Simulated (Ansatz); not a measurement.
A nudged elastic band was laid between two geometries of ClF3Hf + H2 (7 atoms, charge 0, multiplicity 1).

Computed with Ansatz 0.2.0, RKS BLYP-D4/def2-SVP.

```yaml
movable_images: 7
climbing_image: yes
spring: 5.0 eV/Å²
optimiser: quadratic models (default)
start_path: through a guess of the saddle point
force_threshold: 0.03 eV/Å
iteration_limit: 60
end_points: relaxed
```

Initial state:

```xyz
7
Properties=species:S:1:pos:R:3
Hf 0.211 0.000 0.099
Cl 0.537 0.000 2.453
F 1.941 0.000 -0.720
F -0.681 1.584 -0.519
F -0.681 -1.584 -0.519
H -2.697 0.000 0.899
H -2.361 0.000 1.589
```

Final state:

```xyz
7
Properties=species:S:1:pos:R:3
Hf -0.423 0.000 -0.559
Cl -0.249 0.000 3.467
F 1.365 0.000 0.128
F -0.811 1.586 -1.560
F -0.811 -1.586 -1.560
H -1.645 0.000 0.847
H -1.159 0.000 2.519
```

Task: What changes between the two ends?

Result: Bonds broken: Hf1–Cl2, H6–H7. Bonds formed: Hf1–H6, Cl2–H7. ClF3Hf + H2 becomes ClH + F3HHf.

Task: What energy profile does the band end with?

Result: The forces met the threshold. The highest image is number 7 of 0 to 8, 1.91 eV above the first end and 0.03 eV above the last; the last end lies 1.88 eV above the first. A vibrational analysis at the climbing image gives 2 clearly imaginary modes (69i, 65i cm⁻¹): a point of higher order, so a lower path passes nearby. The orbitals stay closed-shell, which can raise the energy where a bond breaks towards radicals; this wasn't checked here.

```csv
image,path coordinate (Å),energy (eV),Hf1–Cl2 (Å),H6–H7 (Å),Hf1–H6 (Å)
0,0.00,0.00,2.38,0.77,3.02
1,0.40,0.02,2.39,0.77,2.76
2,0.80,0.14,2.41,0.77,2.57
3,1.20,0.41,2.46,0.78,2.38
4,1.60,0.88,2.56,0.82,2.19
5,2.00,1.48,2.76,0.96,2.03
6,2.39,1.84,3.03,1.26,1.93
7,2.79,1.91,3.39,1.51,1.89
8,3.45,1.88,4.03,1.74,1.86
```

Task: What is the geometry of the highest image?

Result: 
```xyz
7
Properties=species:S:1:pos:R:3:forces:R:3
Hf -0.435 0.000 -0.337 0.02 0.00 0.00
Cl -0.088 0.000 3.037 -0.01 0.00 -0.01
F 1.424 0.000 0.152 -0.01 0.00 0.00
F -0.796 1.557 -1.386 0.00 0.00 0.00
F -0.796 -1.557 -1.386 0.00 0.00 0.00
H -1.845 0.000 0.919 -0.01 0.00 0.01
H -1.196 0.000 2.281 0.01 0.00 0.00
```

The band took 15 iterations and of the order of 8 core-minutes.

Run time: 4 min on 2 threads of Arm Neoverse V2, on a shared host, peak memory 0.2 GiB.
